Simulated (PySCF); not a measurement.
# Reading the logs of faulty runs: AlB2GeH6

All numbers below are calculated, not measured. The program is PySCF 2.14.0, an open-source quantum chemistry code, run on an isolated molecule that a program drew, which may never have been made. The molecule is AlB2GeH6 (charge 0, doublet), drawn as the SMILES string `[BH2][Al][BH][GeH3]`.

Each row is a Hartree-Fock (HF) and frozen-core CCSD(T) single point in the cc-pV(D+d)Z basis, meant for a local HF minimum. Run 1 is clean. Each other run has one planted mistake out of seven kinds, and not every kind appears here: one electron removed, one electron added, multiplicity raised by two, geometry at a saddle point, minimal basis STO-3G, one bond length entered in bohr, all coordinates scaled. The reference is restricted for singlets and unrestricted otherwise, and also for a bond in bohr. Adding or removing an electron swaps singlet and doublet. Electrons count all cores. HOMO and LUMO are orbital energies over both spins, the gradient is its largest component, and the lowest frequency (negative if imaginary) is given only where the gradient is small. Bond lengths are over the 9 bonds as drawn. T1 is the CCSD diagnostic: over 0.02 (restricted) or 0.045 (unrestricted) a single reference is doubtful. Germanium has the cc-pVDZ-PP basis, with a core potential (ECP10MDF) in place of its 10 inner electrons, and its 3s, 3p and 3d shells are frozen in CCSD(T).

Geometry of the clean run:
```xyz
10
AlB2GeH6, angstrom
B     1.5804    1.0550    2.7869
Al    0.2140    1.7838    1.3372
B    -1.7768    1.5445    0.7063
Ge   -2.4049    0.1689   -0.7390
H     2.2838    0.1048    2.5662
H     1.7484    1.6206    3.8348
H    -2.6312    2.2930    1.1034
H    -3.0002    0.8893   -1.9599
H    -3.4979   -0.7406   -0.1523
H    -1.2789   -0.7453   -1.2527
```

```
run  electrons  basis functions  <S^2>  HOMO (eV)  LUMO (eV)  gradient (hartree/bohr)  lowest frequency (cm^-1)  mean bond (Å)  longest bond (Å)      T1  HF (hartree)  CCSD(T) (hartree)                     mistake
  1         61              104  0.814      -7.35       0.25                  2.2e-05                        56         1.6153             2.121  0.0307    -588.05208         -588.43994                    no fault
  2         61              104  0.826      -7.44       0.26                  3.9e-02                         -         1.7753             2.331  0.0309    -587.99497         -588.38887      all coordinates scaled
  3         61              104  3.817      -7.06      -1.34                  2.6e-02                         -         1.6153             2.121  0.0255    -587.96450         -588.35324  multiplicity raised by two
  4         60              104  0.000     -14.61      -5.93                  2.9e-02                         -         1.6153             2.121  0.0153    -587.80950         -588.17957        one electron removed
  5         61              104  1.655      -7.39       0.19                  6.8e-03                         -         1.7674             2.908  0.0542    -587.95058         -588.32692                           ?
```

**Which mistake was planted in run 5, and what did it cost?**

The mean bond changes by a factor of 1.094 and the longest by 1.371, so the molecule wasn't scaled as a whole. A length L in bohr read as angstrom grows by (1/0.5292 - 1) L = 0.890 L. The 9 bonds together grew by 9 x 0.1521 = 1.369 Å, which gives L = 1.539 Å. That is the length of one of the Ge-H bonds, 1.539 Å in the clean geometry. So the mistake is: one bond length entered in bohr. Subtracting run 1 and multiplying by 627.51 kcal/mol a hartree, the energy moved by 63.7 kcal/mol in HF and 70.9 kcal/mol in CCSD(T).

Cautions from the logs. Run 5: T1 is over the limit, so its CCSD(T) energy is less reliable.
